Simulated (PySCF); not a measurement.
## Dipole response of B (boron, neutral)

[He] 2s1 2p2, high-spin 4P determinant (an excited configuration). Calculation: PySCF 2.14, in aug-cc-pVQZ (6s5p4d3f2g, 80 functions); the non-relativistic Hamiltonian (point nucleus). Coupled (time-dependent) response in atomic units; α is the mean over directions.

```json
{"method": "wB97X-V", "mean α (bohr³)": "18.90", "α xx, yy, zz": "18.01, 19.34, 19.34", "C₆ (like pair)": "85.65", "S(−4)": "232.1"}
```

S(−4) is the Cauchy moment in α(ω) = α(0) + S(−4) ω² + …

α(iu) at wB97X-V:

```
u (hartree)  α(iu) (bohr³)
          0          18.90
     0.0500          18.34
      0.100          16.90
      0.200          13.13
      0.300          9.867
      0.500          5.802
      0.750          3.367
       1.00          2.172
       1.50          1.111
       2.00         0.6732
       3.00         0.3265
       5.00         0.1307
```

A single London oscillator, α(iu) = α/(1 + u²/ω²), gives C₆ = (3/4) ω α². Matching the computed C₆ needs ω = 4 × 85.65 / (3 × 18.90²) = 0.320 hartree.

The components differ because the open shell of this determinant is not spherical; for a pure term their mean is the scalar polarisability.
